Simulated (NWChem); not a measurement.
**Correlation energy of ammonium (H₄N (+1))**

```xyz
5

N      0.0000     0.0000     0.0000
H      0.8428     0.0000     0.5960
H     -0.8428     0.0000     0.5960
H      0.0000     0.8428    -0.5960
H      0.0000    -0.8428    -0.5960
```
Charge +1, spin multiplicity 1.

Everything below was run with NWChem. Structure: optimised with B3LYP/def2-SVP, a minimum by its harmonic frequencies.

Basis set: 6-311G**. Each correlation energy counts from its own Hartree-Fock reference.

The correlated methods keep 1 core orbital frozen. The Pople sets run with spherical d functions. No row is a measurement; the coupled-cluster row has its own basis-set and correlation limits.

Problem. Order these methods by the correlation energy they give, lowest first: MP2, SCS-MP2, CR-CCSD[T], CCSD.

Solution. CR-CCSD[T] (-218.4 mHa), CCSD (-214.1 mHa), SCS-MP2 (-199.9 mHa), MP2 (-197.5 mHa)
